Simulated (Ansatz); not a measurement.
## Energy profile

The step: SiH₂Cl₂ ([Cl][SiH2][Cl]) + NH₃ + HF → SiNH₃Cl₂ ([NH2][SiH]([Cl])[Cl]) + HF + H₂; bonds formed: H2–H8, H6–F9; dative contacts that become bonds: Si1–N7; bonds broken: Si1–H2, H6–N7, H8–F9 (atoms numbered as in the saddle structure below).

Si1  (-0.860, -0.517, -0.072)
H2  (-0.263, 0.550, -1.434)
Cl3  (-0.734, -1.947, -1.532)
Cl4  (-1.506, -1.715, 1.546)
H5  (-1.920, 0.494, -0.014)
H6  (1.036, 0.934, 0.319)
N7  (0.761, -0.100, 0.694)
H8  (0.259, 1.233, -1.118)
F9  (1.045, 1.992, -0.468)
H10  (1.475, -0.752, 0.374)
H11  (0.708, -0.174, 1.705)
(Å)

Electronic energies by CCSD(T) at an estimated basis limit (MP2 extrapolated from triple and quadruple zeta, plus CCSD(T) − MP2 in triple zeta), on PBE0-D4/def2-TZVP structures; SiNH$_{6}$Cl$_{2}$F, singlet; no counterpoise correction. Program: Ansatz 0.2.0. Basis: def2-TZVPP and def2-QZVPP. Cores are frozen in the correlated methods. Extrapolation: Hartree–Fock as exp(−7.88 √X), correlation as X^−2.97.

Q: Give the profile in kcal/mol, counted from the separated reactants. (An estimate is asked for; the value comes from the calculation.)

A: The calculation gives:
```tsv
point	kcal/mol
separated: SiH$_{2}$Cl$_{2}$ (linked as [Cl][SiH2][Cl]; Si1, H2, Cl3, Cl4, H5; singlet) + NH$_{3}$ (H6, N7, H10, H11; singlet) + HF (H8, F9; singlet)	0.00
start structure	-8.60
saddle	17.63
end structure	-19.72
separated: SiNH$_{3}$Cl$_{2}$ (linked as [NH2][SiH]([Cl])[Cl]; Si1, Cl3, Cl4, H5, N7, H10, H11; singlet) + H$_{2}$ (H2, H8; singlet) + HF (H6, F9; singlet)	-11.40
```

T1 diagnostic: at most 0.011.

For scale, one of the runs: CCSD(T)/def2-TZVPP, 272 basis functions, launched by `ansatz run in.yaml --threads 8 --pin off --events-out ev --progress --plain --max-ram 19148MiB`. Hardware: 8 CPU threads of an Arm Neoverse V1, shared host. Wall time 3.1 min; peak host memory 7 GiB.
